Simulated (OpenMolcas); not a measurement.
Pm3+ in a point-charge field

Pm3+ among 6 point charges of -1.5 e arranged as an octahedron (Oh), 2.67 Å from the ion.
```
   2.6700    0.0000    0.0000  -1.50
   0.0000    2.6700    0.0000  -1.50
  -2.6700    0.0000    0.0000  -1.50
   0.0000   -2.6700    0.0000  -1.50
   0.0000    0.0000    2.6700  -1.50
   0.0000    0.0000   -2.6700  -1.50
```

| Property | Result |
| --- | --- |
| Program | OpenMolcas |
| Method | CASSCF |
| Basis | ANO-RCC-VDZP [7s6p4d2f1g] |
| Scalar Hamiltonian | DKH2, point nucleus |
| Active space | 4 electrons in 7 orbitals (4f) |
| State averaging | 2S+1 = 5 even, 35 roots (32 in the spin-orbit step); 2S+1 = 3 even, 117 roots kept (CI in the orbitals of an earlier block, 106 in the spin-orbit step); 2S+1 = 1 even, 75 roots kept (CI in the orbitals of an earlier block, 31 in the spin-orbit step) |
| Spin-orbit coupling | RASSI with atomic mean-field integrals over the reference wave functions |

The lowest spin-free states (labels of O, the rotations of Oh), above the lowest:

```tsv
State	Degeneracy	E (cm-1)	Free-ion L (%)
5A1	1	0.0	I (100)
5T1	3	22.0	I (100)
5T2	3	40.5	I (100)
5A2	1	167.5	I (100)
5T2	3	171.4	I (100)
5E	2	173.1	I (100)
5A2	1	15126	F (100)
5T2	3	15244	F (100)
5A1	1	15270	S (100)
5T1	3	15360	F (100)
3T1	3	18187	K (100)
3T2	3	18191	K (100)
3A2	1	18213	K (100)
3T2	3	18223	K (100)
3E	2	18227	K (100)
3T1	3	18233	K (100)
3T1	3	23134	H (100)
3E	2	23160	H (100)
3T2	3	23325	H (100)
3T1	3	23382	H (100)
```

The lowest levels with spin-orbit coupling:

```
E (cm-1)  Degeneracy  Label  2S+1     J  |mJ| (%)
     0.0           3     T2     5  4.00    3 (58)
    83.3           2      E     5  4.00    2 (50)
   102.6           3     T1     5  4.00    1 (58)
   129.6           1     A1     5  4.00    0 (58)
    1617           3     T1     5  5.00    3 (58)
    1626           2      E     5  5.00    2 (50)
    1656           3     T2     5  5.00    2 (33)
    1677           3     T1     5  5.00    5 (35)
    3367           1     A1     5  6.00    4 (87)
    3375           3     T1     5  6.00    4 (33)
    3385           3     T2     5  6.00    5 (38)
    3411           1     A2     5  6.00    2 (69)
    3425           3     T2     5  6.00    1 (54)
    3429           2      E     5  6.00    0 (44)
    5233           3     T1     5  7.00    5 (55)
    5247           2      E     5  7.00    4 (50)
    5256           3     T2     5  7.00    3 (49)
    5271           1     A2     5  7.00    2 (54)
    5313           3     T2     5  7.00    7 (32)
    5317           3     T1     5  7.00    7 (34)
```

Powder χT (cm3 K/mol): 0.579 at 2 K, 0.619 at 10 K, 0.797 at 50 K, 0.892 at 100 K, 0.956 at 200 K, 0.996 at 300 K. The effective moment at 300 K is 2.828 √(χT) = 2.82 μB.

Hund's rules give f4 the level 5I4 with g = 0.600, so an isolated free-ion multiplet has χT = g² J(J+1) / 8 = 0.900 cm3 K/mol. The computed 0.996 at 300 K differs by +11 %, through the field's splitting, the mixing of terms and any other multiplet in reach.

Stevens parameters of the J = 4 multiplet, which is 130 cm-1 wide (cm-1, z along the main axis): B40 = 4.178e-02, B44 = 2.089e-01, B60 = 7.608e-05, B64 = -1.604e-03.

High states are left out of the spin-orbit mixing, which shifts the levels that they would mix with. This is an electrostatic model: the charges have no orbitals. The first state left out of the spin-orbit step lies near 39000 cm-1 above the lowest spin-free state of the reference (among the parities and spins computed), and the lists stop at four fifths of that energy or lower. No measured value stands beside these numbers.
